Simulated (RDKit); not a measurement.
Job for RDKit: UFF on FH3 (a complex), monomers drawn apart or pushed together.

```python
from rdkit import Chem
from rdkit.Chem import AllChem, rdDetermineBonds

blocks = [
'''2

F     0.06905009    0.09156726   -0.12665757
H     0.10900559    0.08216204    0.79901166
''',
'''2

H     0.55900518    0.08223895    2.52045986
H    -0.18558830    0.04384401    2.55333740
''',
]
mol = None
for b in blocks:
    f = Chem.MolFromXYZBlock(b)
    rdDetermineBonds.DetermineBonds(f, charge=0)
    mol = f if mol is None else Chem.CombineMols(mol, f)
Chem.SanitizeMol(mol)
print(Chem.MolToSmiles(Chem.RemoveHs(mol)))
ff = AllChem.UFFGetMoleculeForceField(mol, vdwThresh=100.0, ignoreInterfragInteractions=False)
e = ff.CalcEnergy()
print(f'UFF energy {e:.6f} kcal/mol')
```

The log:

```
F.[H][H]
UFF energy 28.248636 kcal/mol
```

The run finished.

Cost: about 0.010 core-seconds (a rough figure).
